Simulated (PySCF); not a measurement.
Cs(I) cation (CsI), SMILES [I][Cs] (connectivity only; charge and spin as stated), charge +1, multiplicity 2.

Geometry optimised at B3LYP-D3(BJ)/def2-TZVPD. The multiplicity is an assumed one; other spin states were not compared. The def2 effective core potentials stand for the cores of Cs, I; spin–orbit coupling is left out.

Method: PySCF with r2SCAN/def2-TZVPD.

The molecule is in vacuum.

Computed frontier levels, dipole moment:
| Quantity | Result |
|---|---|
| α spin, highest occupied and lowest empty level | -10.85 and -4.41 eV |
| β spin, highest occupied and lowest empty level | -10.52 and -9.79 eV |
| dipole moment about the centre of nuclear charge | 7.99 D |
| ⟨S²⟩ | 0.755 (pure state 0.75) |
